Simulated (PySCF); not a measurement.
oxygen atom (O), triplet; CAMB3LYP/def2-SVP run with PySCF.

PySCF was given this input:
```python
from pyscf import gto, scf, dft

mol = gto.M(
    atom='''
O     0.000000    0.000000    0.000000
''',
    basis='def2-svp',
    charge=0,
    spin=2,
    verbose=4,
)

mf = dft.UKS(mol)
mf.xc = 'camb3lyp'
mf.grids.level = 5
mf.kernel()
mf.analyze()
```

What the program printed (banner, timings and long lists left out):

```
PySCF version 2.14.0

[INPUT] verbose = 4
[INPUT] num. atoms = 1
[INPUT] num. electrons = 8
[INPUT] charge = 0
[INPUT] spin (= nelec alpha-beta = 2S) = 2
[INPUT] symmetry False subgroup None
[INPUT] Mole.unit = angstrom
[INPUT] Symbol           X                Y                Z      unit          X                Y                Z       unit  Magmom
[INPUT]  1 O      0.000000000000   0.000000000000   0.000000000000 AA    0.000000000000   0.000000000000   0.000000000000 Bohr   0.0

nuclear repulsion = 0
number of shells = 6
number of NR pGTOs = 24
number of NR cGTOs = 14
basis = def2-svp
ecp = {}

******** <class 'pyscf.dft.uks.UKS'> ********
method = UKS
initial guess = minao
damping factor = 0
level_shift factor = 0
DIIS = <class 'pyscf.scf.diis.CDIIS'>
diis_start_cycle = 1
diis_space = 8
diis_damp = 0
SCF conv_tol = 1e-09
SCF conv_tol_grad = None
SCF max_cycles = 50
direct_scf = True
direct_scf_tol = 1e-13
number electrons alpha = 5  beta = 3
XC library pyscf.dft.libxc version 7.1.2
    S. Lehtola, C. Steigemann, M. J. T. Oliveira, and M. A. L. Marques,  SoftwareX 7, 1–5 (2018)
XC functionals = camb3lyp
    T. Yanai, D. P. Tew, and N. C. Handy,  Chem. Phys. Lett. 393, 51 (2004)
radial grids:
    Treutler-Ahlrichs [JCP 102, 346 (1995); DOI:10.1063/1.469408] (M4) radial grids

becke partition: Becke, JCP 88, 2547 (1988); DOI:10.1063/1.454033
pruning grids: <function nwchem_prune>
grids dens level: 5
symmetrized grids: False
atomic radii adjust function: <function treutler_atomic_radii_adjust>
small_rho_cutoff = 0
Set gradient conv threshold to 3.16228e-05
tot grids = 42984
init E= -74.7154392994659

cycle= 1 E= -74.9730817849082  delta_E= -0.258  |g|= 0.0884  |ddm|= 0.787
cycle= 2 E= -74.9770222317121  delta_E= -0.00394  |g|= 0.0224  |ddm|= 0.0819
cycle= 3 E= -74.9772660462612  delta_E= -0.000244  |g|= 0.011  |ddm|= 0.032
cycle= 4 E= -74.9773216212234  delta_E= -5.56e-05  |g|= 0.00119  |ddm|= 0.00952
cycle= 5 E= -74.9773228811443  delta_E= -1.26e-06  |g|= 0.000112  |ddm|= 0.00197
cycle= 6 E= -74.9773228932046  delta_E= -1.21e-08  |g|= 8.77e-06  |ddm|= 0.000178
cycle= 7 E= -74.977322893307  delta_E= -1.02e-10  |g|= 2.28e-06  |ddm|= 1.56e-05
Extra cycle  E= -74.9773228933359  delta_E= -2.89e-11  |g|= 2.27e-06  |ddm|= 6.66e-06
converged SCF energy = -74.9773228933359  <S^2> = 2.0021947  2S+1 = 3.0014628
**** SCF Summaries ****
Total Energy =                         -74.977322893335867
Nuclear Repulsion Energy =               0.000000000000000
One-electron Energy =                 -103.189529798471000
Two-electron Energy =                   28.212206905135133
Two-electron Coulomb Energy =           36.673456955686014
DFT Exchange-Correlation Energy =       -8.461250050550879
**** MO energy ****
                             alpha | beta                alpha | beta
MO #1   energy= -19.340200572562   | -19.2887927055037  occ= 1 | 1
MO #2   energy= -1.06441142957875  | -0.902273007295506 occ= 1 | 1
MO #3   energy= -0.518940568255823 | -0.386976885187799 occ= 1 | 1
MO #4   energy= -0.51894055854376  | -0.0952275977237854 occ= 1 | 0
MO #5   energy= -0.441488564332958 | -0.0952246417687194 occ= 1 | 0
MO #6   energy= 0.799281416842916  | 0.865695728056731  occ= 0 | 0
MO #7   energy= 0.886342347654423  | 0.966061913177635  occ= 0 | 0
MO #8   energy= 0.886342351429619  | 0.996841471814186  occ= 0 | 0
MO #9   energy= 0.934618688856135  | 0.996847352409497  occ= 0 | 0
MO #10  energy= 2.54283447832976   | 2.69712665993924   occ= 0 | 0
MO #11  energy= 2.54283447913988   | 2.69712842058432   occ= 0 | 0
MO #12  energy= 2.6016006744936    | 2.70195724900153   occ= 0 | 0
MO #13  energy= 2.60160069756198   | 2.71867280616107   occ= 0 | 0

To work with the spin densities directly, `use mulliken_meta_spin()` only printing them here.

 ** Mulliken spin pop alpha/beta on meta-lowdin orthogonal AOs **
 ** Mulliken Spin Density (per AO)  **
spin_pop of  0 O 1s       -0.00001
spin_pop of  0 O 2s        0.00049
spin_pop of  0 O 3s       -0.00071
spin_pop of  0 O 2px       0.99858
spin_pop of  0 O 2py       0.01381
spin_pop of  0 O 2pz       0.98515
spin_pop of  0 O 3px       0.00120
spin_pop of  0 O 3py       0.00009
spin_pop of  0 O 3pz       0.00118
spin_pop of  0 O 3dxy      0.00000
spin_pop of  0 O 3dyz      0.00001
spin_pop of  0 O 3dz^2     0.00005
spin_pop of  0 O 3dxz      0.00000
spin_pop of  0 O 3dx2-y2    0.00017
 ** Mulliken Spin Density (per atom)  **
spin density of  0 O =      2.00000
 ** Mulliken pop alpha/beta on meta-lowdin orthogonal AOs **
 ** Mulliken pop       alpha | beta **
pop of  0 O 1s        0.99998 | 0.99999
pop of  0 O 2s        0.99969 | 0.99920
pop of  0 O 3s        0.00004 | 0.00075
pop of  0 O 2px       0.99880 | 0.00023
pop of  0 O 2py       0.99981 | 0.98600
pop of  0 O 2pz       0.99882 | 0.01367
pop of  0 O 3px       0.00120 | 0.00000
pop of  0 O 3py       0.00019 | 0.00010
pop of  0 O 3pz       0.00118 | 0.00000
pop of  0 O 3dxy      0.00000 | 0.00000
pop of  0 O 3dyz      0.00001 | 0.00000
pop of  0 O 3dz^2     0.00007 | 0.00001
pop of  0 O 3dxz      0.00000 | 0.00000
pop of  0 O 3dx2-y2    0.00021 | 0.00005
In total             5.00000 | 3.00000
 ** Mulliken atomic charges   ( Nelec_alpha | Nelec_beta ) **
charge of  0O =     -0.00000  (     5.00000      3.00000 )
Dipole moment(X, Y, Z, Debye):  0.00000, -0.00000, -0.00000
```
